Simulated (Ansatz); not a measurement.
`CN1BCC1` → `BNC(=C)C`  (isomerisation)

Gas-phase electronic energies from Ansatz, PBE0-D4/def2-TZVP geometries. CCSD(T)/CBS is the MP2 limit (def2-TZVPP, def2-QZVPP) plus CCSD(T) − MP2 in def2-TZVPP, frozen cores. DFT in def2-TZVPP. B3LYP here is the variant with VWN-RPA as its local correlation; programs differ in this. One conformer a species, not always the lowest.

```csv
level,ΔE (kJ/mol),difference from CCSD(T)/CBS
PBE-D4,-28.3,7.1
r2SCAN-D4,-36.9,-1.5
PBE0-D4,-22.7,12.7
B3LYP-D4,-45.3,-9.9
ωB97X-V,-23.1,12.3
ωB97M-V,-30.8,4.6
B2PLYP,-40.6,-5.2
PBE,-27.9,7.5
r2SCAN,-36.7,-1.3
PBE0,-22.3,13.1
B3LYP,-44.6,-9.2
HF/def2-TZVPP,-48.5,-13.1
MP2/def2-TZVPP,-29.7,5.7
SCS-MP2/def2-TZVPP,-32.5,2.9
CCSD/def2-TZVPP,-33.4,2.0
CCSD(T)/def2-TZVPP,-34.5,0.9
HF/def2-QZVPP,-48.6,-13.2
MP2/def2-QZVPP,-30.2,5.2
SCS-MP2/def2-QZVPP,-33.0,2.4
HF/CBS(def2),-48.6,-13.2
MP2/CBS(def2),-30.6,4.8
CCSD/CBS(def2),-34.3,1.1
CCSD(T)/CBS,-35.4,0
```

Largest T1 diagnostic among the species: 0.013.

In def2-TZVPP, CCSD(T) changes the Hartree–Fock value by +14.0 kJ/mol (the triples alone add −1.1 kJ/mol) and MP2 by +18.8 kJ/mol. From PBE to PBE0 (25 % exact exchange), in def2-TZVPP and without D4, ΔE moves by +5.6 kJ/mol.

CCSD(T)/CBS has its own doubt, a few kJ/mol and more with outer-core shells, so smaller differences from it don't rank the levels.
